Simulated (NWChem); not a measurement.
Species: CH₄ClFSi; SMILES FC[SiH2]Cl

```xyz
8

F      0.8696     1.9461    -0.2691
C     -0.1779     1.4968     0.5013
Si    -0.8595    -0.1353    -0.1727
Cl     0.5503    -1.6315     0.0465
H      0.1587     1.3760     1.5467
H     -0.9833     2.2558     0.5038
H     -1.1816     0.0024    -1.6181
H     -2.0744    -0.5011     0.6104
```
Atoms are numbered in this order, from 1.

Program: NWChem. Pople sets run with spherical d functions. The geometry was optimised at PBE0/def2-SVP. Total energies compare along this basis series because the functional is fixed.

```
level            basis functions  energy (Ha)  highest occupied level (eV)  orbital gap (eV)  dipole (D)
---------------  ---------------  -----------  ---------------------------  ----------------  ----------
TPSS/STO-3G                   32    -879.8537                        -3.21              6.58        2.73
TPSS/3-21G                    52    -885.5983                        -6.97              6.29        3.01
TPSS/6-31G*                   72    -890.0906                        -7.08              6.55        2.43
TPSS/6-31+G*                  88    -890.1065                        -7.41              6.50        2.55
TPSS/6-311G**                112    -890.1943                          [?]              6.61        2.54
TPSS/6-311++G**              132    -890.2026                        -7.43              6.50        2.51
```

Complete the blanks.


- TPSS/6-311G**, highest occupied level (eV): -7.31
